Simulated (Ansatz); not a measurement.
`F[SiH](Cl)[SiH]Cl`• → 2 Cl• + F• + 2 H• + 2 Si•  (atomization)

Program: Ansatz. Geometries: PBE0-D4/def2-TZVP. ΔE: electronic, gas phase. CCSD(T)/CBS adds triple-zeta CCSD(T) − MP2 to the extrapolated MP2 energy (def2 sets, frozen cores). This one scheme is used for every species, atoms too. No spin–orbit coupling; open shells (•) take unrestricted orbitals. Spin–orbit coupling would lower the free atoms: a little for Cl, F, Si. Each species was taken in one conformer, which may not be the lowest.

```
             species  CCSD(T)/CBS(def2) energy (Eh)
`F[SiH](Cl)[SiH]Cl`•                    -1598.82218
                 Cl•                     -459.70966
                  F•                      -99.66871
                  H•                       -0.50000
                 Si•                     -288.94402
```

Q: Work out ΔE.

A: ΔE = 2 × (-459.70966) + 2 × (-0.50000) + 2 × (-288.94402) + (-99.66871) − (-1598.82218) = 0.84611 Eh = +2221.5 kJ/mol.

Largest T1 diagnostic among the species: 0.013.

At CCSD(T), def2-SVP lies −232.0 kJ/mol from the extrapolated value and def2-TZVPP −82.4 kJ/mol: correlation converges slowly with the basis, and small sets miss more of it in the bonded molecule than in its fragments. The D4 term adds +38.1 kJ/mol with B3LYP and +19.9 kJ/mol with PBE0; it sums over pairs of atoms, weighted by their polarisabilities, and B3LYP, whose exchange is more repulsive, gets the larger term. From BLYP to BHLYP (50 % exact exchange), in def2-TZVPP and without D4, ΔE moves by −24.3 kJ/mol: exact exchange takes away binding that semilocal exchange gives to molecules.

B3LYP here is the variant with VWN-RPA as its local correlation; programs differ in this.

For atomizations the MP2-based limit and the directly extrapolated one differ by several kJ/mol either way, and by 10 to 25 for some Ge, Se and Sn compounds, so smaller differences from it don't rank the levels.
